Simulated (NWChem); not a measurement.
System: C2H6OSi2; SMILES O[SiH2]C#C[SiH3]

The following NWChem deck was run.

```
start job
memory heap 200 mb stack 900 mb global 1100 mb
geometry units angstroms noautosym noautoz
  O     -2.665934    -0.288911     0.962507
  Si    -1.876642    -0.564993    -0.436945
  C     -0.087877    -0.102926    -0.256453
  C      1.077661     0.200662    -0.130917
  Si     2.857352     0.663185     0.058281
  H     -2.231755     0.060153     1.734145
  H     -2.494068     0.282701    -1.455950
  H     -1.980225    -1.996438    -0.716260
  H      3.059256     1.152887     1.426130
  H      3.168611     1.714756    -0.913643
  H      3.674409    -0.528700    -0.185534
end
basis spherical
  * library def2-svp
end
dft
  xc pbe0
  iterations 150
end
driver
  maxiter 120
end
task dft optimize
task dft freq
```

NWChem printed, in part:

```
             Northwest Computational Chemistry Package (NWChem) 7.3.0
             --------------------------------------------------------

                             Geometry "geometry" -> ""
                             -------------------------

 Output coordinates in angstroms (scale by  1.889725989 to convert to a.u.)

  No.       Tag          Charge          X              Y              Z
 ---- ---------------- ---------- -------------- -------------- --------------
    1 O                    8.0000    -2.69440437    -0.29511794     0.96318426
    2 Si                  14.0000    -1.90511237    -0.57119994    -0.43626774
    3 C                    6.0000    -0.11634737    -0.10913294    -0.25577574
    4 C                    6.0000     1.04919063     0.19445506    -0.13023974
    5 Si                  14.0000     2.82888163     0.65697806     0.05895826
    6 H                    1.0000    -2.26022537     0.05394606     1.73482226
    7 H                    1.0000    -2.52253837     0.27649406    -1.45527274
    8 H                    1.0000    -2.00869537    -2.00264494    -0.71558274
    9 H                    1.0000     3.03078563     1.14668006     1.42680726
   10 H                    1.0000     3.14014063     1.70854906    -0.91296574
   11 H                    1.0000     3.64593863    -0.53490694    -0.18485674

 Effective nuclear repulsion energy (a.u.)     236.3925070785

                           NWChem Geometry Optimization
                           ----------------------------

 maximum gradient threshold         (gmax) =   0.000450
 rms gradient threshold             (grms) =   0.000300
 maximum cartesian step threshold   (xmax) =   0.001800
 rms cartesian step threshold       (xrms) =   0.001200
 fixed trust radius                (trust) =   0.300000
 source of zmatrix                         =

          -------------------
          Energy Minimization
          -------------------

 Using diagonal initial Hessian

          --------
          Step   0

                                 NWChem DFT Module
                                 -----------------

[...]

      ----------------------
      Optimization converged
      ----------------------

  Step       Energy      Delta E   Gmax     Grms     Xrms     Xmax
  ---- ---------------- -------- -------- -------- -------- --------
@   48    -733.28548619 -1.6D-06  0.00028  0.00008  0.00065  0.00139
                                     ok       ok       ok       ok

                         Geometry "geometry" -> "geometry"
                         ---------------------------------

 Output coordinates in angstroms (scale by  1.889725989 to convert to a.u.)

  No.       Tag          Charge          X              Y              Z
 ---- ---------------- ---------- -------------- -------------- --------------
    1 O                    8.0000    -2.75975524    -0.01460449     0.93416719
    2 Si                  14.0000    -1.90183301    -0.51043822    -0.39917238
    3 C                    6.0000    -0.12221375    -0.05744128    -0.24990123
    4 C                    6.0000     1.06323025     0.23056129    -0.13396563
    5 Si                  14.0000     2.84125980     0.65855138     0.03832510
    6 H                    1.0000    -2.43533705    -0.30242076     1.79239382
    7 H                    1.0000    -2.49811097     0.19117006    -1.56235043
    8 H                    1.0000    -1.95914658    -1.98999170    -0.58879173
    9 H                    1.0000     3.09724690     1.13458159     1.42818046
   10 H                    1.0000     3.19153529     1.73445842    -0.93229331
   11 H                    1.0000     3.67073828    -0.55032669    -0.23378101

 Effective nuclear repulsion energy (a.u.)     234.8378918920

[...]

 Rotational Constants
 --------------------
 A=   0.436856 cm-1  (  0.628524 K)
 B=   0.031397 cm-1  (  0.045172 K)
 C=   0.029962 cm-1  (  0.043108 K)

 Temperature                      =   298.15K
 frequency scaling parameter      =   1.0000

 Zero-Point correction to Energy  =   41.702 kcal/mol  (  0.066457 au)
 Thermal correction to Energy     =   46.293 kcal/mol  (  0.073772 au)
 Thermal correction to Enthalpy   =   46.885 kcal/mol  (  0.074716 au)

 Total Entropy                    =   84.439 cal/mol-K
   - Translational                =   39.759 cal/mol-K (mol. weight = 101.9957)
   - Rotational                   =   27.752 cal/mol-K (symmetry #  =        1)
   - Vibrational                  =   16.928 cal/mol-K

 Cv (constant volume heat capacity) =   25.477 cal/mol-K
   - Translational                  =    2.979 cal/mol-K
   - Rotational                     =    2.979 cal/mol-K
   - Vibrational                    =   19.518 cal/mol-K

[normal modes left out]

 ----------------------------------------------------------------------------
 Normal Eigenvalue ||           Projected Infra Red Intensities
  Mode   [cm**-1]  || [atomic units] [(debye/angs)**2] [(KM/mol)] [arbitrary]
 ------ ---------- || -------------- ----------------- ---------- -----------
    1      -24.962 ||    0.000330           0.008         0.322       0.044
    2       -0.000 ||    0.001017           0.023         0.992       0.137
    3        0.000 ||    0.000495           0.011         0.482       0.067
    4        0.000 ||    0.000160           0.004         0.156       0.022
    5        0.000 ||    0.000117           0.003         0.114       0.016
    6        0.000 ||    0.000037           0.001         0.036       0.005
    7        0.000 ||    0.000005           0.000         0.005       0.001
    8       77.210 ||    0.001392           0.032         1.357       0.187
    9      105.088 ||    0.002329           0.054         2.271       0.313
   10      183.077 ||    0.061597           1.421        60.047       8.279
   11      254.358 ||    0.083013           1.915        80.925      11.157
   12      316.266 ||    0.002764           0.064         2.695       0.372
   13      381.425 ||    0.007680           0.177         7.487       1.032
   14      445.675 ||    0.035723           0.824        34.825       4.801
   15      637.987 ||    0.096036           2.216        93.620      12.908
   16      678.900 ||    0.039790           0.918        38.790       5.348
   17      679.668 ||    0.045344           1.046        44.204       6.094
   18      734.598 ||    0.031049           0.716        30.268       4.173
   19      807.697 ||    0.177668           4.099       173.200      23.879
   20      830.336 ||    0.236739           5.462       230.785      31.819
   21      899.717 ||    0.634502          14.638       618.544      85.280
   22      910.218 ||    0.157014           3.622       153.065      21.103
   23      938.358 ||    0.048816           1.126        47.589       6.561
   24      939.770 ||    0.049743           1.148        48.492       6.686
   25      940.977 ||    0.008921           0.206         8.697       1.199
   26      960.488 ||    0.132460           3.056       129.128      17.803
   27     2236.700 ||    0.121100           2.794       118.055      16.276
   28     2241.187 ||    0.019931           0.460        19.430       2.679
   29     2251.178 ||    0.072920           1.682        71.086       9.801
   30     2252.996 ||    0.095503           2.203        93.102      12.836
   31     2255.041 ||    0.085555           1.974        83.403      11.499
   32     2291.146 ||    0.096961           2.237        94.522      13.032
   33     3935.046 ||    0.108571           2.505       105.840      14.592
 ----------------------------------------------------------------------------

 ===============================================================================
      Negative Nuclear Hessian Mode    1  Eigenvalue =    -24.96 cm**(-1)
 -------------------------------------------------------------------------------
   Raw step length:  0.500 angstroms ;  The Raw step for this mode is:
    1 O                    8.0000    -0.00656322     0.03040567    -0.01597544
    2 Si                  14.0000     0.00330842    -0.01599725     0.00765263
    3 C                    6.0000     0.00149620    -0.00751955     0.00350746
    4 C                    6.0000     0.00045197    -0.00235160     0.00134212
    5 Si                  14.0000    -0.00056856     0.00308754    -0.00165369
    6 H                    1.0000    -0.01032416     0.06422249    -0.00321554
    7 H                    1.0000     0.00981412    -0.05948332    -0.02191551
    8 H                    1.0000     0.00751059    -0.02297751     0.06079014
    9 H                    1.0000     0.05497274    -0.25857128     0.07782205
   10 H                    1.0000    -0.06886527     0.19735491     0.18906392
   11 H                    1.0000     0.01180073     0.07279881    -0.27327549

  Geometry after  100.0% step for mode  1; Step length =  0.500 angstroms
   Maximum component (any atom: x,y, or z) displacement:  0.516
    1 O                    8.0000    -2.76631846     0.01580118     0.91819175
    2 Si                  14.0000    -1.89852459    -0.52643547    -0.39151975
    3 C                    6.0000    -0.12071755    -0.06496083    -0.24639377
    4 C                    6.0000     1.06368222     0.22820969    -0.13262351
    5 Si                  14.0000     2.84069124     0.66163892     0.03667142
    6 H                    1.0000    -2.44566120    -0.23819827     1.78917828
    7 H                    1.0000    -2.48829685     0.13168674    -1.58426594
    8 H                    1.0000    -1.95163599    -2.01296921    -0.52800159
    9 H                    1.0000     3.15221964     0.87601031     1.50600251
   10 H                    1.0000     3.12267002     1.93181334    -0.74322938
   11 H                    1.0000     3.68253902    -0.47752788    -0.50705649

  Geometry after -100.0% step for mode  1; Step length =  0.500 angstroms
   Maximum component (any atom: x,y, or z) displacement:  0.516
    1 O                    8.0000    -2.75319202    -0.04501016     0.95014263
    2 Si                  14.0000    -1.90514143    -0.49444096    -0.40682501
    3 C                    6.0000    -0.12370994    -0.04992174    -0.25340869
    4 C                    6.0000     1.06277828     0.23291289    -0.13530776
    5 Si                  14.0000     2.84182836     0.65546384     0.03997879
    6 H                    1.0000    -2.42501289    -0.36664325     1.79560936
    7 H                    1.0000    -2.50792509     0.25065337    -1.54043492
    8 H                    1.0000    -1.96665717    -1.96701419    -0.64958187
    9 H                    1.0000     3.04227416     1.39315288     1.35035841
   10 H                    1.0000     3.26040056     1.53710351    -1.12135723
   11 H                    1.0000     3.65893755    -0.62312550     0.03949448

  Geometry after   50.0% step for mode  1; Step length =  0.250 angstroms
   Maximum component (any atom: x,y, or z) displacement:  0.258
    1 O                    8.0000    -2.76303685     0.00059835     0.92617947
    2 Si                  14.0000    -1.90017880    -0.51843684    -0.39534607
    3 C                    6.0000    -0.12146565    -0.06120106    -0.24814750
    4 C                    6.0000     1.06345624     0.22938549    -0.13329457
    5 Si                  14.0000     2.84097552     0.66009515     0.03749826
    6 H                    1.0000    -2.44049912    -0.27030951     1.79078605
    7 H                    1.0000    -2.49320391     0.16142840    -1.57330818
    8 H                    1.0000    -1.95539128    -2.00148046    -0.55839666
    9 H                    1.0000     3.12473327     1.00529595     1.46709148
   10 H                    1.0000     3.15710266     1.83313588    -0.83776135
   11 H                    1.0000     3.67663865    -0.51392728    -0.37041875

  Geometry after  -50.0% step for mode  1; Step length =  0.250 angstroms
   Maximum component (any atom: x,y, or z) displacement:  0.258
    1 O                    8.0000    -2.75647363    -0.02980732     0.94215491
    2 Si                  14.0000    -1.90348722    -0.50243959    -0.40299870
    3 C                    6.0000    -0.12296185    -0.05368151    -0.25165496
    4 C                    6.0000     1.06300426     0.23173709    -0.13463670
    5 Si                  14.0000     2.84154408     0.65700761     0.03915195
    6 H                    1.0000    -2.43017497    -0.33453200     1.79400159
    7 H                    1.0000    -2.50301803     0.22091172    -1.55139267
    8 H                    1.0000    -1.96290187    -1.97850295    -0.61918680
    9 H                    1.0000     3.06976053     1.26386723     1.38926944
   10 H                    1.0000     3.22596792     1.63578097    -1.02682527
   11 H                    1.0000     3.66483791    -0.58672609    -0.09714326

  Geometry after   38.7% step for mode  1; Step length =  0.194 angstroms
   Maximum component (any atom: x,y, or z) displacement:  0.200
    1 O                    8.0000    -2.76229708    -0.00282883     0.92798014
    2 Si                  14.0000    -1.90055171    -0.51663371    -0.39620863
    3 C                    6.0000    -0.12163429    -0.06035349    -0.24854284
    4 C                    6.0000     1.06340529     0.22965055    -0.13344585
    5 Si                  14.0000     2.84103960     0.65974714     0.03768465
    6 H                    1.0000    -2.43933544    -0.27754836     1.79114849
    7 H                    1.0000    -2.49431011     0.16813307    -1.57083797
    8 H                    1.0000    -1.95623784    -1.99889054    -0.56524863
    9 H                    1.0000     3.11853701     1.03444086     1.45831976
   10 H                    1.0000     3.16486482     1.81089099    -0.85907172
   11 H                    1.0000     3.67530853    -0.52213281    -0.33961646

  Geometry after  -38.7% step for mode  1; Step length =  0.194 angstroms
   Maximum component (any atom: x,y, or z) displacement:  0.200
    1 O                    8.0000    -2.75721341    -0.02638014     0.94035423
    2 Si                  14.0000    -1.90311431    -0.50424272    -0.40213613
    3 C                    6.0000    -0.12279320    -0.05452908    -0.25125961
    4 C                    6.0000     1.06305521     0.23147203    -0.13448542
    5 Si                  14.0000     2.84147999     0.65735562     0.03896555
    6 H                    1.0000    -2.43133866    -0.32729315     1.79363915
    7 H                    1.0000    -2.50191183     0.21420704    -1.55386288
    8 H                    1.0000    -1.96205531    -1.98109286    -0.61233483
    9 H                    1.0000     3.07595679     1.23472233     1.39804116
   10 H                    1.0000     3.21820576     1.65802586    -1.00551490
   11 H                    1.0000     3.66616803    -0.57852056    -0.12794556

  Geometry after   19.4% step for mode  1; Step length =  0.097 angstroms
   Maximum component (any atom: x,y, or z) displacement:  0.100
    1 O                    8.0000    -2.76102616    -0.00871666     0.93107367
    2 Si                  14.0000    -1.90119236    -0.51353596    -0.39769051
    3 C                    6.0000    -0.12192402    -0.05889739    -0.24922203
    4 C                    6.0000     1.06331777     0.23010592    -0.13370574
    5 Si                  14.0000     2.84114970     0.65914926     0.03800488
    6 H                    1.0000    -2.43733624    -0.28998456     1.79177115
    7 H                    1.0000    -2.49621054     0.17965156    -1.56659420
    8 H                    1.0000    -1.95769221    -1.99444112    -0.57702018
    9 H                    1.0000     3.10789195     1.08451122     1.44325011
   10 H                    1.0000     3.17820005     1.77267471    -0.89568251
   11 H                    1.0000     3.67302340    -0.53622975    -0.28669873

  Geometry after  -19.4% step for mode  1; Step length =  0.097 angstroms
   Maximum component (any atom: x,y, or z) displacement:  0.100
    1 O                    8.0000    -2.75848432    -0.02049231     0.93726071
    2 Si                  14.0000    -1.90247366    -0.50734047    -0.40065426
    3 C                    6.0000    -0.12250347    -0.05598518    -0.25058042
    4 C                    6.0000     1.06314273     0.23101666    -0.13422553
    5 Si                  14.0000     2.84136990     0.65795350     0.03864533
    6 H                    1.0000    -2.43333785    -0.31485695     1.79301649
    7 H                    1.0000    -2.50001140     0.20268855    -1.55810666
    8 H                    1.0000    -1.96060094    -1.98554228    -0.60056328
    9 H                    1.0000     3.08660184     1.18465196     1.41311081
   10 H                    1.0000     3.20487053     1.69624214    -0.96890410
   11 H                    1.0000     3.66845316    -0.56442363    -0.18086328
```

Level: PBE0/def2-SVP.
